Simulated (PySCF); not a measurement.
**Deuteron quadrupole couplings in `C[Si](C)(O)O`**

C2H8O2Si.
Geometry (PBE0-D3(BJ)/def2-TZVP, Å), atoms numbered from 1 in this order:
```xyz
13
C2H8O2Si angstrom
C     -1.5978   -0.4260    0.2408
Si     0.0589    0.3953    0.0517
C      1.4144   -0.8749   -0.0471
O      0.0962    1.3990   -1.2625
O      0.3077    1.3903    1.3363
H     -1.6611   -0.9457    1.2003
H     -1.7745   -1.1637   -0.5471
H     -2.4012    0.3135    0.2046
H      1.2453   -1.5776   -0.8677
H      2.3840   -0.3957   -0.2011
H      1.4670   -1.4527    0.8795
H     -0.0731    1.0270   -2.1276
H      0.5396    2.2959    1.1291
```

Level: PBE0/pcSseg-2 (PySCF, non-relativistic); Q(2H) = 0.00286 b; rigid geometry, the same for H and D, with no vibrational averaging.

Question: Tabulate Vzz, the asymmetry η and χzz = 234.96 MHz × Q × Vzz for every hydrogen position.

Answer: 
```json
{"atom": "H6", "bonded to": "C1", "bond length (Å)": "1.093", "Vzz (au)": "0.2907", "η": "0.03", "χzz (kHz)": "195"}
{"atom": "H7", "bonded to": "C1", "bond length (Å)": "1.094", "Vzz (au)": "0.2908", "η": "0.02", "χzz (kHz)": "195"}
{"atom": "H8", "bonded to": "C1", "bond length (Å)": "1.092", "Vzz (au)": "0.2909", "η": "0.03", "χzz (kHz)": "196"}
{"atom": "H9", "bonded to": "C3", "bond length (Å)": "1.094", "Vzz (au)": "0.2913", "η": "0.02", "χzz (kHz)": "196"}
{"atom": "H10", "bonded to": "C3", "bond length (Å)": "1.092", "Vzz (au)": "0.2913", "η": "0.03", "χzz (kHz)": "196"}
{"atom": "H11", "bonded to": "C3", "bond length (Å)": "1.093", "Vzz (au)": "0.2904", "η": "0.03", "χzz (kHz)": "195"}
{"atom": "H12", "bonded to": "O4", "bond length (Å)": "0.957", "Vzz (au)": "0.4826", "η": "0.05", "χzz (kHz)": "324"}
{"atom": "H13", "bonded to": "O5", "bond length (Å)": "0.958", "Vzz (au)": "0.4780", "η": "0.05", "χzz (kHz)": "321"}
```

Question: Average by the element that carries the hydrogen.

Answer: on C: 195 kHz over 6 positions, mean bond length 1.093 Å; on O: 323 kHz over 2 positions, mean bond length 0.957 Å.

Isolated species at its PBE0-D3(BJ)/def2-TZVP geometry (one conformer only).
